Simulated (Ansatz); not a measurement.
`C[Si](O)(O)[SiH3]` + HBr → `O[Si](O)([SiH3])Br` + CH₄  (ligand exchange at the Si–C bond)

Gas-phase electronic energies from Ansatz, PBE0-D4/def2-TZVP geometries. CBS: MP2 limit from def2 TZ/QZ plus the TZ coupled-cluster correction, frozen cores. This one scheme is used for every species. DFT in def2-TZVPP. B3LYP here is the variant with VWN-RPA as its local correlation; programs differ in this. For Br outer-core shells are correlated without core-valence functions, which leaves a few kJ/mol of doubt a bond. Scalar relativity is left out up to krypton. One conformer a species, not always the lowest.

CCSD(T)/CBS gives -112.7 kJ/mol.

(1) Another level gave -113.1 kJ/mol. Which?
A. B3LYP-D4/def2-TZVPP
B. BHLYP-D4/def2-TZVPP
C. RPA@PBE/def2-TZVPP
D. CCSD/def2-TZVPP

(2) What do rigid-rotor, harmonic-oscillator terms from PBE0-D4/def2-TZVP frequencies (298.15 K, 1 bar) make of the CCSD(T)/CBS value? (Best estimate.)

Largest T1 diagnostic among the species: 0.012.

## Answers

(1) A. B3LYP-D4 -113.1, CCSD/def2-TZVPP -106.6, BHLYP-D4 -117.4, RPA@PBE/def2-TZVPP -101.2 kJ/mol.

(2) Ansatz gave: ΔZPE = +8.4 kJ/mol, ΔH = -104.0 kJ/mol, ΔS = -4 J/(mol·K), ΔG = -102.9 kJ/mol.

In def2-TZVPP, CCSD(T) changes the Hartree–Fock value by +12.3 kJ/mol (the triples alone add +0.0 kJ/mol) and MP2 by +5.0 kJ/mol. From BLYP to BHLYP (50 % exact exchange), in def2-TZVPP and without D4, ΔE moves by −4.0 kJ/mol. At CCSD(T), def2-SVP lies +10.5 kJ/mol from the extrapolated value and def2-TZVPP +6.1 kJ/mol.

CCSD(T)/CBS has its own doubt, a few kJ/mol and more with outer-core shells, so smaller differences from it don't rank the levels.
